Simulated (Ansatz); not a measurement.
Relaxation of C₂H₈OSSi₂ (14 atoms, charge 0, multiplicity 1), to a largest force component of 0.02 eV/Å in at most 40 steps.

These are results of UKS PBE-D4/STO-3G in Ansatz 0.2.0, not measurements.

```xyz
14
Properties=species:S:1:pos:R:3
C -2.046 0.663 -1.326
Si -0.826 0.512 -0.023
O -0.519 -1.074 0.354
C 0.873 -1.274 0.969
Si 2.125 -0.095 0.400
S 1.026 1.413 -0.681
H -1.765 0.211 -2.260
H -3.012 0.291 -1.035
H -2.269 1.779 -1.529
H -1.221 1.216 1.243
H 0.663 -1.232 2.082
H 1.123 -2.303 0.756
H 2.756 0.580 1.554
H 3.081 -0.715 -0.476
```

Where does it end, and by what steps?

The forces met the threshold. Limits of this set-up: minimal basis. After 8 steps the energy has fallen by 0.686 eV; H13 moved furthest, 0.23 Å.

```tsv
step	energy less start (eV)	largest force component (eV/Å)	accepted
0	0.0000	3.993	yes
1	-0.5472	1.736	yes
2	-0.6705	0.439	yes
3	-0.6799	0.138	yes
4	-0.6703	0.292	no
5	-0.6849	0.080	yes
6	-0.6856	0.075	yes
7	-0.6862	0.036	yes
8	-0.6864	0.012	yes
```

```xyz
14
Properties=species:S:1:pos:R:3
C -2.118 0.708 -1.341
Si -0.778 0.560 -0.032
O -0.456 -1.139 0.197
C 0.786 -1.262 0.989
Si 2.180 -0.062 0.402
S 1.087 1.475 -0.589
H -1.803 0.256 -2.296
H -3.040 0.199 -1.012
H -2.366 1.765 -1.532
H -1.272 1.154 1.219
H 0.592 -1.084 2.080
H 1.113 -2.323 0.900
H 2.942 0.439 1.544
H 3.122 -0.715 -0.501
```

Whether the end is a true minimum wasn't checked by a vibrational analysis.

Time of the run: 94 s on 1 thread of Arm Neoverse N1 (shared host), peak memory 0.19 GiB.
